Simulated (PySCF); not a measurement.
## LiAs⁺: input and log

State: ⁴Σ⁻ (quartet), unpaired electrons σ ↑, π ↑↑.

An equivalent input (the run itself took its basis sets from the Basis Set Exchange, started from a PBE0 density and held the occupation σ 9α 8β, πx 4α 3β, πy 4α 3β, δx 1α 1β, δy 1α 1β):

```python
from pyscf import gto, scf, cc
mol = gto.M(atom='Li 0 0 0; As 0 0 2.797', basis={'Li': 'pcseg-1', 'As': 'pcseg-1'},
            charge=1, spin=3, verbose=4, symmetry='C2v')
mf = scf.UHF(mol)
mf.irrep_nelec = {'A1': (10, 9), 'A2': (1, 1), 'B1': (4, 3), 'B2': (4, 3)}
mf.conv_tol = 1e-9
mf.max_cycle = 60
mf.diis_space = 10
mf.kernel()
mycc = cc.CCSD(mf, frozen=[[0, 1, 2, 3, 4, 5, 6, 7, 8], [0, 1, 2, 3, 4, 5, 6, 7, 8]])
mycc.run(conv_tol=1e-7, conv_tol_normt=1e-5, max_cycle=80, diis_space=8)
et = mycc.ccsd_t()
```

The SCF ended at -2241.14991662 hartree. The coupled-cluster part of the log:

```
******** <class 'pyscf.cc.uccsd.UCCSD'> ********
CC2 = 0
CCSD nocc = (10, 7), nmo = (27, 27)
frozen orbitals [[0, 1, 2, 3, 4, 5, 6, 7, 8], [0, 1, 2, 3, 4, 5, 6, 7, 8]]
max_cycle = 80
direct = 0
conv_tol = 1e-07
conv_tol_normt = 1e-05
diis_space = 8
diis_start_cycle = 0
diis_start_energy_diff = 1e+09
Init t2, MP2 energy = -0.0628064926084617
Init E_corr(UCCSD) = -0.0628064926120109
cycle = 1  E_corr(UCCSD) = -0.0736670848393438  dE = -0.0108605922  norm(t1,t2) = 0.041713
cycle = 2  E_corr(UCCSD) = -0.0761993007378941  dE = -0.0025322159  norm(t1,t2) = 0.0120535
cycle = 3  E_corr(UCCSD) = -0.0771191890394428  dE = -0.000919888302  norm(t1,t2) = 0.00473591
cycle = 4  E_corr(UCCSD) = -0.0771152736357329  dE = 3.91540371e-06  norm(t1,t2) = 0.00129985
cycle = 5  E_corr(UCCSD) = -0.0771051878570553  dE = 1.00857787e-05  norm(t1,t2) = 0.000401289
cycle = 6  E_corr(UCCSD) = -0.0771096644601621  dE = -4.47660311e-06  norm(t1,t2) = 0.000108862
cycle = 7  E_corr(UCCSD) = -0.0771095136611384  dE = 1.50799024e-07  norm(t1,t2) = 2.14845e-05
cycle = 8  E_corr(UCCSD) = -0.0771095123377514  dE = 1.32338704e-09  norm(t1,t2) = 6.12191e-06
UCCSD converged
E(UCCSD) = -2241.227026136767  E_corr = -0.07710951233775137
UCCSD(T) correction = -0.00120126670624094
```

T1 diagnostic 0.003, D1 0.015, 17 electrons correlated.

Repeating this along the bond gives Re = 2.835 Å and ωe = 215 cm⁻¹.

A point of this curve took 1.4 CPU seconds beside 0.21 for the integrals, on Arm Neoverse N1 (shared host).

Correlated steps freeze 9 core orbitals. Spin–orbit coupling is left out. The state was picked by a PBE0 search and need not be the measured ground state.
